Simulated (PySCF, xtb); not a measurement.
B(H)(F)(NH2) (BFH₃N), SMILES FBN. One conformer was computed; it need not be the lowest.

Harmonic wavenumbers (cm⁻¹) from GFN2-xTB run with xtb 6.7.1 at its own minimum, in rising order: 408, 546, 596, 789, 827, 1012, 1135, 1369, 1526, 2653, 3501, 3559.

Q: What does PySCF 2.14.0 with B3LYP-D3(BJ)/def2-TZVP give at its own minimum? (An estimate is asked for; the answer gives what the named calculation found.)

A: 439, 515, 622, 882, 922, 1086, 1184, 1416, 1634, 2643, 3588, 3691. Paired by order, the mean absolute difference is 65 cm⁻¹ and the zero-point energies are 25.6 and 26.6 kcal/mol.
